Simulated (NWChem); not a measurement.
System: C2H4BNO2; SMILES C(=O)=NBOC

NWChem input:

```
start job
memory heap 200 mb stack 900 mb global 1100 mb
geometry units angstroms noautoz
  B     -0.487527    -0.553993     0.074549
  H     -1.459066    -1.004229     0.642403
  N      0.033783     0.717979     0.441738
  C      0.300839     1.788766     0.900100
  O      0.582750     2.837058     1.330794
  O      0.122774    -1.233026    -0.909455
  C     -0.313463    -2.494447    -1.345769
  H     -0.554215    -2.445382    -2.418657
  H      0.495459    -3.228077    -1.207778
  H     -1.204525    -2.835262    -0.793440
end
basis spherical
  * library 6-31+g*
end
dft
  xc b3lyp
  iterations 150
end
tddft
  nroots 8
  notriplet
end
task tddft energy
```

Output (shortened):

```
             Northwest Computational Chemistry Package (NWChem) 7.3.0
             --------------------------------------------------------

 C1  symmetry detected

                             Geometry "geometry" -> ""
                             -------------------------

 Output coordinates in angstroms (scale by  1.889725989 to convert to a.u.)

  No.       Tag          Charge          X              Y              Z
 ---- ---------------- ---------- -------------- -------------- --------------
    1 B                    5.0000    -0.54045652    -0.55320598     0.00014422
    2 H                    1.0000    -1.72180465    -0.82426443    -0.00144883
    3 N                    7.0000    -0.11499414     0.80454390     0.00143859
    4 C                    6.0000     0.01997220     1.99188632     0.00021043
    5 O                    8.0000     0.17884366     3.14888498    -0.00089028
    6 O                    8.0000     0.39625702    -1.51465512     0.00067953
    7 C                    6.0000     0.08041566    -2.88290122    -0.00087251
    8 H                    1.0000     0.52720300    -3.35868387    -0.88713968
    9 H                    1.0000     0.50728859    -3.35689751     0.89618730
   10 H                    1.0000    -1.00857804    -3.05368108    -0.01273149

 Effective nuclear repulsion energy (a.u.)     193.2631488602

                                 NWChem DFT Module
                                 -----------------

 Summary of "ao basis" -> "ao basis" (spherical)
 ------------------------------------------------------------------------------
       Tag                 Description            Shells   Functions and Types
 ---------------- ------------------------------  ------  ---------------------
 B                          6-31+g*                  8       18   4s3p1d
 H                          6-31+g*                  2        2   2s
 N                          6-31+g*                  8       18   4s3p1d
 C                          6-31+g*                  8       18   4s3p1d
 O                          6-31+g*                  8       18   4s3p1d

            General Information
            -------------------
          SCF calculation type: DFT
          Wavefunction type:  closed shell.
          No. of atoms     :    10
          No. of electrons :    44
           Alpha electrons :    22
            Beta electrons :    22
          Charge           :     0
          Spin multiplicity:     1
          Use of symmetry is: off; symmetry adaption is: off
          Maximum number of iterations: 150
          AO basis - number of functions:   116
                     number of shells:    56
          Convergence on energy requested:  1.00D-06
          Convergence on density requested:  1.00D-05
          Convergence on gradient requested:  5.00D-04

              XC Information
              --------------
                         B3LYP Method XC Potential
                     Hartree-Fock (Exact) Exchange  0.200
                        Slater Exchange Functional  0.800 local
                    Becke 1988 Exchange Functional  0.720 non-local
              Lee-Yang-Parr Correlation Functional  0.810
                  VWN I RPA Correlation Functional  0.190 local

             Grid Information
             ----------------
          Grid used for XC integration:  medium
          Radial quadrature: Mura-Knowles
          Angular quadrature: Lebedev.
          Tag              B.-S. Rad. Rad. Pts. Rad. Cut. Ang. Pts.
          ---              ---------- --------- --------- ---------
          B                   0.85       49          12.0       434
          H                   0.35       45          15.0       434
          N                   0.65       49          13.0       434
          C                   0.70       49          15.0       434
          O                   0.60       49          16.0       434
          Grid pruning is: on
          Number of quadrature shells:   474
          Spatial weights used:  Erf1

      Superposition of Atomic Density Guess
      -------------------------------------

 Sum of atomic energies:        -305.65893699

      Non-variational initial energy
      ------------------------------

 Total energy =    -308.677399
 1-e energy   =    -797.859201
 2-e energy   =     295.918653
 HOMO         =      -0.374486
 LUMO         =       0.011386

[...]

                                NWChem TDDFT Module
                                -------------------

            General Information
            -------------------
           No. of orbitals :     232
            Alpha orbitals :     116
             Beta orbitals :     116
        Alpha frozen cores :       0
         Beta frozen cores :       0
     Alpha frozen virtuals :       0
      Beta frozen virtuals :       0
         Spin multiplicity :       1
    Number of AO functions :     116
        Use of symmetry is : off
      Symmetry adaption is : off
         Schwarz screening :  0.10D-07

              XC Information
              --------------
                  B3LYP Method XC Potential
              Hartree-Fock (Exact) Exchange   0.20
                 Slater Exchange Functional   0.80 local
             Becke 1988 Exchange Functional   0.72 non-local
       Lee-Yang-Parr Correlation Functional   0.81
           VWN I RPA Correlation Functional   0.19 local

             TDDFT Information
             -----------------
          Calculation type : TDDFT
         Wavefunction type : Restricted singlets
          No. of electrons :      44
           Alpha electrons :      22
            Beta electrons :      22
              No. of roots :       8
          Max subspacesize :    5600
            Max iterations :     100
               Target root :       1
           Target symmetry : none
      Symmetry restriction : off
                 Algorithm : Optimal
        Davidson threshold :  0.10D-03

    8 smallest eigenvalue differences (eV)
--------------------------------------------------------
  No. Spin  Occ  Vir  Irrep   E(Occ)    E(Vir)   E(Diff)
--------------------------------------------------------
    1    1   22   23 a        -0.305    -0.037     7.298
    2    1   21   23 a        -0.311    -0.037     7.467
    3    1   22   24 a        -0.305    -0.004     8.191
    4    1   22   25 a        -0.305     0.002     8.357
    5    1   21   24 a        -0.311    -0.004     8.359
    6    1   20   23 a        -0.344    -0.037     8.376
    7    1   21   25 a        -0.311     0.002     8.525
    8    1   19   23 a        -0.358    -0.037     8.753
--------------------------------------------------------

  Entering Davidson iterations
  Restricted singlet excited states

  Iter   NTrls   NConv    DeltaV     DeltaE      Time
  ----  ------  ------  ---------  ---------  ---------
    1      8       0     0.35E+00   0.10+100       17.7
    2     24       0     0.57E-01   0.27E-01       24.0
    3     40       0     0.55E-01   0.95E-02       27.9
    4     56       0     0.18E-01   0.17E-02       22.0
    5     72       0     0.70E-02   0.17E-03       22.0
    6     88       1     0.30E-02   0.28E-04       21.0
    7    102       2     0.12E-02   0.45E-05       20.4
    8    114       6     0.55E-03   0.69E-06       19.6
    9    118       7     0.22E-03   0.13E-06       14.0
   10    120       8     0.92E-04   0.20E-07       11.0
  ----  ------  ------  ---------  ---------  ---------
  Convergence criterion met

  Ground state a        -308.761573772187 a.u.

  ----------------------------------------------------------------------------
  Root   1 singlet a              0.216007937 a.u.                5.8779 eV
  ----------------------------------------------------------------------------
     Transition Moments    X -0.00011   Y  0.00041   Z -0.13108
     Dipole Oscillator Strength                    0.0024743003
     Electric Quadrupole                           0.0000000198
     Magnetic Dipole                               0.0000009354
     Total Oscillator Strength                     0.0024752555

     Occ.   22  a   ---  Virt.   23  a    0.98875 X
     Occ.   22  a   ---  Virt.   28  a   -0.12568 X
  ----------------------------------------------------------------------------
  Root   2 singlet a              0.247436767 a.u.                6.7331 eV
  ----------------------------------------------------------------------------
     Transition Moments    X  0.00782   Y -1.11746   Z  0.00115
     Dipole Oscillator Strength                    0.2059972837
     Electric Quadrupole                           0.0000000490
     Magnetic Dipole                               0.0000000244
     Total Oscillator Strength                     0.2059973571

     Occ.   19  a   ---  Virt.   23  a   -0.07953 X
     Occ.   20  a   ---  Virt.   24  a   -0.06134 X
     Occ.   21  a   ---  Virt.   23  a   -0.90529 X
     Occ.   22  a   ---  Virt.   24  a    0.20366 X
     Occ.   22  a   ---  Virt.   25  a    0.06190 X
     Occ.   22  a   ---  Virt.   26  a   -0.11269 X
     Occ.   22  a   ---  Virt.   27  a   -0.24493 X
     Occ.   22  a   ---  Virt.   29  a   -0.18587 X
  ----------------------------------------------------------------------------
  Root   3 singlet a              0.260097029 a.u.                7.0776 eV
  ----------------------------------------------------------------------------
     Transition Moments    X  0.00128   Y  0.00081   Z  0.10902
     Dipole Oscillator Strength                    0.0020613689
     Electric Quadrupole                           0.0000000605
     Magnetic Dipole                               0.0000014047
     Total Oscillator Strength                     0.0020628341

[...]
```

Level: B3LYP/6-31+G* (spherical d), full TDDFT. All runs use the structure optimised with PBE0/def2-SVP.
